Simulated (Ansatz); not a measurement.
These are frozen-core CCSD(T)/cc-pVTZ // B3LYP-D3(BJ)/def2-TZVP run with Ansatz (an electronic-structure program) values and carry that method's errors.

Ansatz 0.2 input:
```yaml
crystal:
  periodic: [false, false, false]
  atoms:
    - { symbol: C, position_ang: [1.724013, -0.199398, 1.785329] }
    - { symbol: C, position_ang: [0.709309, -0.378451, 1.171116] }
    - { symbol: N, position_ang: [-0.430635, -0.588249, 0.488674] }
    - { symbol: C, position_ang: [-0.844563, 0.193619, -0.524517] }
    - { symbol: C, position_ang: [-1.221857, 0.885139, -1.429168] }
    - { symbol: H, position_ang: [2.622192, -0.037712, 2.326456] }
    - { symbol: H, position_ang: [-1.006153, -1.374026, 0.750973] }
    - { symbol: H, position_ang: [-1.552298, 1.499085, -2.228894] }
basis:
  gaussian: { orbitals: cc-pVTZ }
correlation:
  method: ccsd_t
```

Output:

```
Functional definition: HF
1113 factors; integrals over basis functions are off by at most 6.9e-4 eV
mean field evaluation 1: about -5645.0306 eV, gradient 3.4e1 eV
mean field evaluation 2: about -5645.5028 eV, gradient 3.3e1 eV
mean field evaluation 4: about -5648.4042 eV, gradient 6.4e0 eV
mean field evaluation 8: about -5648.5199 eV, gradient 3.5e-1 eV
mean field evaluation 16: about -5645.0303 eV, gradient 3.4e1 eV
mean field -5648.52123368 eV, -207.5793266327 hartree, gradient 2.3e-6 eV, S^2 0.000000; 0 other end points of the search recorded, 0 dependent functions left out
5 core orbitals not correlated
reference -5648.52123368 eV, -207.5793266327 hartree; 12, 12 occupied and 175, 175 virtual orbitals, 1113 factors
second order -21.79623733 eV of doubles, -0.00000000 eV of singles
cycle   1  -21.44000204 eV  change    3.6e-1 eV  update   1.1e-1
cycle   2  -22.06652675 eV  change   -6.3e-1 eV  update   3.5e-2
cycle   3  -22.20113420 eV  change   -1.3e-1 eV  update   1.6e-2
cycle   4  -22.19856840 eV  change    2.6e-3 eV  update   4.7e-3
cycle   5  -22.20172142 eV  change   -3.2e-3 eV  update   1.9e-3
cycle   6  -22.20258573 eV  change   -8.6e-4 eV  update   5.2e-4
cycle   7  -22.20244524 eV  change    1.4e-4 eV  update   2.0e-4
cycle   8  -22.20237216 eV  change    7.3e-5 eV  update   7.7e-5
cycle   9  -22.20237975 eV  change   -7.6e-6 eV  update   2.8e-5
perturbative correction -1.16305640 eV, -0.0427415342 hartree
Total energy: -5671.88666983 eV, -208.4379905735 hartree
```

Cost: around 90 core-seconds (rough).
